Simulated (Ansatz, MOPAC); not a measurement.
System: C2H8GeN (charge 0, doublet). SMILES: CC[N][GeH3]

Atoms: C1, C2, N3, Ge4, H5, H6, H7, H8, H9, H10, H11, H12. Bonds: C1-C2, C1-H5, C1-H6, C1-H7, C2-N3, C2-H8, C2-H9, N3-Ge4, Ge4-H10, Ge4-H11, Ge4-H12.

Bond lengths (Å) and angles (degrees) optimised at AM1 with MOPAC; MNDO with MOPAC; HF/6-31G* with LANL2DZ past Ar with Ansatz (a program for electronic structure); MP2/6-31G* with LANL2DZ past Ar with Ansatz, each started from the B3LYP-D3(BJ)/def2-TZVP structure (Ansatz) of the last column. A row stands for all coordinates that are equal there; 13 of 28 kinds are shown. 6-31G* holds six Cartesian d functions. No wavenumbers were computed at AM1, MNDO, MP2/6-31G* with LANL2DZ past Ar, so these may be saddle points.

```
coordinate             AM1            MNDO  HF/6-31G* with LANL2DZ past Ar  MP2/6-31G* with LANL2DZ past Ar  B3LYP-D3(BJ)/def2-TZVP
----------  --------------  --------------  ------------------------------  -------------------------------  ----------------------
C1-C2                1.527           1.539                           1.523                            1.522                   1.524
C1-H5                1.116           1.108                           1.084                            1.092                   1.091
C1-H7                1.116           1.110                           1.087                            1.095                   1.092
C2-N3                1.404           1.413                           1.446                            1.447                   1.434
C2-H8                1.134           1.125                           1.091                            1.103                   1.103
C2-H9                1.135           1.125                           1.091                            1.104                   1.104
N3-Ge4               1.892           1.877                           1.867                            1.884                   1.873
Ge4-H10              1.551           1.486                           1.530                            1.544                   1.536
C1-C2-N3             113.9           112.2                           111.4                            111.2                   112.4
C2-N3-Ge4            113.1           128.9                           118.8                            116.8                   116.8
C2-C1-H5             111.0           111.7                           110.4                            110.0                   110.4
C2-C1-H6    107.7 to 110.9  109.1 to 112.0                  110.1 to 110.4                   110.1 to 110.5                   110.3
C2-C1-H7             108.8           109.6                           110.9                            111.1                   110.9
```

A range marks coordinates that this level makes unequal.

Mean signed difference of all 11 bond lengths from B3LYP-D3(BJ)/def2-TZVP: AM1 0.014 Å, MNDO -0.007 Å, HF/6-31G* with LANL2DZ past Ar -0.005 Å, MP2/6-31G* with LANL2DZ past Ar 0.004 Å.
